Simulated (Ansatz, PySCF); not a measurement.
C3H7ClSi, SMILES C/C=C/[SiH2]Cl. Atoms are numbered in the order given.

```xyz
12

C     -3.2178     0.5693    -0.5768
C     -1.9142    -0.1430    -0.4561
C     -0.8918     0.2135     0.3376
Si     0.6828    -0.7570     0.4109
Cl     2.2755     0.3867    -0.2816
H     -3.3893     0.8915    -1.6176
H     -3.2646     1.4536     0.0745
H     -4.0548    -0.1009    -0.3188
H     -1.8057    -1.0378    -1.0862
H     -1.0010     1.1122     0.9598
H      0.5597    -1.9622    -0.4579
H      1.0301    -1.1570     1.8044
```
Charge 0, spin multiplicity 1.

Geometry: PBE0-D3(BJ)/def2-SVP. The structure was generated by enumeration; whether it is a known compound was not checked. One conformer was computed; it need not be the lowest.

Two levels are set side by side: PBE-D3(BJ)/def2-SVP (Ansatz, a program for electronic structure) and PBE0-D3(BJ)/def2-SVP (Ansatz). Each level has its own optimised geometry; the coordinates shown are those of the second. Frequencies come from the Hessian of PySCF at each geometry. Differences are taken from unrounded values.

```
quantity                            PBE0-D3(BJ)
----------------------------------  -----------
mean bond length (Å)                      1.386
bond C1–C2 (Å)                            1.490
bond C2–C3 (Å)                            1.343
bond C3–Si4 (Å)                           1.851
bond Si4–Cl5 (Å)                          2.080
bond C1–H6 (Å)                            1.103
bond C1–H7 (Å)                            1.099
bond C1–H8 (Å)                            1.103
bond C2–H9 (Å)                            1.100
bond C3–H10 (Å)                           1.098
bond Si4–H11 (Å)                          1.491
bond Si4–H12 (Å)                          1.491
highest harmonic wavenumber (cm⁻¹)         3168
mean harmonic wavenumber (cm⁻¹)            1310
zero-point energy (kcal/mol)              56.17
```

What does PBE-D3(BJ) give, and how far is it from PBE0-D3(BJ)? (An estimate is asked for; the answer gives what the named calculation found.)


| quantity | PBE-D3(BJ) | PBE-D3(BJ) minus PBE0-D3(BJ) |
|---|---|---|
| mean bond length (Å) | 1.396 | 0.010 |
| bond C1–C2 (Å) | 1.497 | 0.007 |
| bond C2–C3 (Å) | 1.353 | 0.011 |
| bond C3–Si4 (Å) | 1.860 | 0.009 |
| bond Si4–Cl5 (Å) | 2.094 | 0.014 |
| bond C1–H6 (Å) | 1.112 | 0.009 |
| bond C1–H7 (Å) | 1.108 | 0.008 |
| bond C1–H8 (Å) | 1.112 | 0.009 |
| bond C2–H9 (Å) | 1.108 | 0.008 |
| bond C3–H10 (Å) | 1.107 | 0.008 |
| bond Si4–H11 (Å) | 1.502 | 0.012 |
| bond Si4–H12 (Å) | 1.502 | 0.012 |
| highest harmonic wavenumber (cm⁻¹) | 3075 | -92 |
| mean harmonic wavenumber (cm⁻¹) | 1266 | -43 |
| zero-point energy (kcal/mol) | 54.31 | -1.86 |

GGA bonds tend to be longer and softer than those of functionals with exact exchange. Differences between two approximate levels are no errors against the true value.
